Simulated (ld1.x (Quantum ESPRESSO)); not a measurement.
## Cutoff test, aluminium (Al), RRKJ

- Element: Al
- Generator: ld1.x (Quantum ESPRESSO) 7.5
- Type: norm-conserving RRKJ (Kleinman–Bylander form)
- Functional: PBE
- Relativity: non-relativistic
- Frozen core: [Ne]
- Valence charge: 3
- Reference configuration: 3s2 3p1
- Partial waves: 3p (bound): rc 1.85 bohr; 3s (bound): rc 1.50 bohr
- Local potential: the s channel
- Core correction: Bessel-smoothed model core, default radius (core density twice the valence density)

The pseudo-atom Hamiltonian at the reference potential is diagonalised in spherical Bessel functions j_l(qr) that vanish at 20 bohr, with q² up to the cutoff. All-electron valence levels (Ry): 3p -0.1999, 3s -0.5682.

Q: How do the lowest levels (Ry) of each channel move with the cutoff, and are there ghosts?

A:

```tsv
cutoff (Ry)	p #1	s #1	s #2	d #1	f #1	f #2	Σ f·Δε (mRy)
8	-0.1990	-0.5524	-0.0216	0.0461	0.1022	0.2242	32.4
10	-0.1990	-0.5542	-0.0218	0.0461	0.1022	0.2242	28.8
15	-0.1990	-0.5549	-0.0218	0.0461	0.1022	0.2242	27.3
21	-0.1994	-0.5610	-0.0224	0.0461	0.1022	0.2242	14.8
25	-0.1997	-0.5637	-0.0226	0.0461	0.1022	0.2242	9.2
30	-0.1999	-0.5662	-0.0229	0.0461	0.1022	0.2242	4.0
40	-0.1999	-0.5671	-0.0230	0.0461	0.1022	0.2242	2.2
50	-0.1999	-0.5674	-0.0230	0.0461	0.1022	0.2242	1.6
55	-0.1999	-0.5676	-0.0230	0.0461	0.1022	0.2242	1.1
60	-0.1999	-0.5678	-0.0230	0.0461	0.1022	0.2242	0.7
80	-0.1999	-0.5680	-0.0231	0.0461	0.1022	0.2242	0.3
400	-0.1999	-0.5682	-0.0231	0.0461	0.1022	0.2242	0.0
```

Result: no extra level below or beside the all-electron valence levels (p, s, d, f tested); 10 mRy is reached at 25 Ry and 1 mRy at 60 Ry.
